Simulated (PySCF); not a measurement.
A structure optimised at B3LYP-D3(BJ)/def2-SVP, used in a PySCF frequency run:

```xyz
9

S     -0.7516     1.9673    -1.2023
Sn    -0.0068    -0.0119     0.0181
S     -1.1003    -0.2241     2.1769
S     -0.5112    -1.8958    -1.4420
S      2.3675     0.1079     0.5419
H      0.2477     2.7195    -0.6829
H     -2.2566     0.2982     1.7024
H     -0.4148    -1.1160    -2.5458
H      2.6941    -0.5924    -0.5703
```

Q: Write its SMILES and formula.

A: [SH][Sn]([SH])([SH])[SH], H₄S₄Sn

Q: What are its rotational constants (standard atomic weights)?

A: 1.0042, 0.93692, 0.93098 GHz
